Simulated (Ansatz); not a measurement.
A geometry optimisation of H4Se2Si with PBE0-D4/def2-SVP

The starting geometry of this gas-phase singlet was optimised with GFN2-xTB; its bonds are those of `[SeH][SiH2][SeH]`.

```yaml
atoms:
  - { symbol: Se, position_ang: [1.2069, 0.8579, -1.8578] }
  - { symbol: Se, position_ang: [2.0294, 1.1128, 1.7396] }
  - { symbol: Si, position_ang: [2.4721, 1.9771, -0.3306] }
  - { symbol: H, position_ang: [0.4531, 0.0920, -0.9020] }
  - { symbol: H, position_ang: [3.8778, 1.7592, -0.6503] }
  - { symbol: H, position_ang: [2.1095, 3.3906, -0.3432] }
  - { symbol: H, position_ang: [2.9518, 1.9736, 2.4185] }
```

Question: Predict what it relaxes into with PBE0-D4/def2-SVP.

Answer: It keeps its bonds, and is `[SeH][SiH2][SeH]`.

The energy falls by 0.18 eV over 14 steps:

```tsv
step	E − E(last) (eV)
1	0.177
2	0.116
4	0.087
5	0.063
7	0.014
8	0.006
10	0.001
11	0.000
13	0.000
14	0.000
```

Final geometry (Å):

```xyz
7

Se    1.4109    0.5212   -1.7706
Se    2.4276    0.8803    1.7705
Si    2.5391    1.8425   -0.2995
H     0.1480    0.6401   -1.0239
H     3.9223    1.8945   -0.8543
H     1.9862    3.2258   -0.2109
H     2.6664    2.1587    2.4628
```

Frequencies at the end are all real (lowest 84 cm⁻¹). Run with Ansatz 0.2.0, 35 s on 2 threads of Arm Neoverse V1, with other jobs on the host.
